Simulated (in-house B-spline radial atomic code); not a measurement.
# One electron outside the 1s2 core: F6+

Computed with a B-spline radial code for spherical atoms, no-pair Dirac-Coulomb Hamiltonian, finite nucleus. Rungs: frozen-core Dirac-Hartree-Fock (DHF); Brueckner orbitals from the second-order correlation potential; the same with the Coulomb interaction screened by the core and the hole-particle interaction summed; Breit and QED terms from differences of relaxed Dirac-Fock atoms, where computed. Partial waves beyond l = 6 are extrapolated. The tables show a selection of states; those near core-excited levels, with erratic corrections or far from their DHF start are never shown.

Removal energies (eV):

```csv
state,DHF,second order,screened,Breit + QED,final
2s1/2,185.067,185.2,185.204,-0.025,185.179
3s1/2,79.1972,79.2323,79.2336,-0.00696,79.2267
3p1/2,75.3861,75.4504,75.4517,-0.00777,75.444
3p3/2,75.3464,75.4103,75.4116,-0.00323,75.4084
3d3/2,74.1271,74.1476,74.1486,-0.000158,74.1484
3d5/2,74.1163,?,?,?,?
4s1/2,43.778,?,?,?,?
4p1/2,42.2223,42.2473,42.2478,-,-
4p3/2,42.2056,42.2305,42.231,-,-
4d3/2,41.6959,41.705,41.7055,-9.16e-05,41.7054
```

Question: What does correlation do to 4s1/2?

Answer: It adds 0.01371 eV to the removal energy in second order and 0.0142 eV with screening, giving 43.7922 eV before Breit and QED terms, which weren't computed for this state.

Question: What does correlation do to 3d5/2?

Answer: It adds 0.02046 eV to the removal energy in second order and 0.02141 eV with screening; Breit and QED add -5.03e-05 eV, for a final 74.1377 eV.

Question: How does the lowest state compare with the NIST ionisation energy?

Answer: 2s1/2 is bound by 185.179 eV, without recoil; NIST lists 185.1868 ± 0.0006 eV (measured), a difference of -0.0074 eV.

Magnetic hyperfine constants per unit nuclear g factor (MHz, nucleus as a uniformly magnetised ball; they apply to isotopes with nuclear spin):

```tsv
state	DHF	+ core polarisation	+ Brueckner
2s1/2	15380	16680	16720
3s1/2	4336	4679	4688
3p1/2	1264	1346	1350
3p3/2	251.3	184.5	185.1
4s1/2	1786	1925	1928
4p1/2	529.3	561.8	562.8
```

Question: What is the static scalar polarisability of 2s1/2?

Answer: 0.6783 bohr³: 0.001611 from the core and 0.6767 from the valence electron, Pauli blocking included.
